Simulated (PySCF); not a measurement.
# Working out the ionisation energy of Mn²⁺

Mn²⁺ [Ar] 3d5 (6S) → Mn³⁺ [Ar] 3d4 (5D). Calculation: PySCF 2.14, in cc-pVTZ; no relativity, point nucleus. Frozen: [Ar]. Energies in hartree (1 hartree = 27.21139 eV):

| part | Mn²⁺ (lower) | Mn³⁺ (upper) |
| --- | --- | --- |
| UHF | -1149.109231 | -1147.911616 |
| MP2 opposite-spin | 0.000000 | 0.000000 |
| MP2 same-spin | -0.069113 | -0.038642 |

Q: What does Hartree-Fock give?

A: (-1147.911616) − (-1149.109231) = 1.197615 hartree = 32.589 eV.

Q: What do MP2 and SCS-MP2 (6/5 opposite-spin, 1/3 same-spin) give?

A: The opposite-spin parts differ by 0.000 eV and the same-spin parts by 0.829 eV. MP2: 32.589 + (0.000) + (0.829) = 33.418 eV. SCS-MP2: 32.589 + 1.2 × (0.000) + (0.829)/3 = 32.865 eV.

Reference: 33.668 ± 0.012 eV (measured; NIST Atomic Spectra Database, ionization energies), between the lowest levels; spin-orbit coupling is absent from the calculation.

The calculation is non-relativistic.

What remains against the reference includes basis incompleteness, the frozen core and correlation beyond second order.
